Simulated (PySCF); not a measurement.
H3P2, multiplicity 2. Atoms are numbered in the order given.

```xyz
5

P      0.9630    -0.4332     0.4120
P     -0.8857     0.3148    -0.4544
H      1.6728     0.7345     0.0087
H     -1.0552     1.5052     0.3022
H     -1.7762    -0.4647     0.3261
```
Charge 0, spin multiplicity 2.

Coordinates come from a r2SCAN-D4/def2-TZVP optimisation. The isomer is the one that the SMILES or the coordinates give; other isomers of the formula were not compared.

Calculation: r2SCAN-D4/def2-TZVP in PySCF.

Frequencies are harmonic and unscaled.

```
mode  ν (cm⁻¹)  IR (km/mol)  moving atoms (share of kinetic energy)
----  --------  -----------  --------------------------------------
1          311          5.0                                  H 96 %
2          437          4.8                                  P 93 %
3          608          1.7                          H 88 %, P 12 %
4          620          8.8                                  H 99 %
5          899          8.2                                  H 93 %
6         1083         26.0                                  H 97 %
7         2366         28.2                                  H 97 %
8         2371         32.1                                  H 97 %
9         2407         45.1                                  H 97 %
```
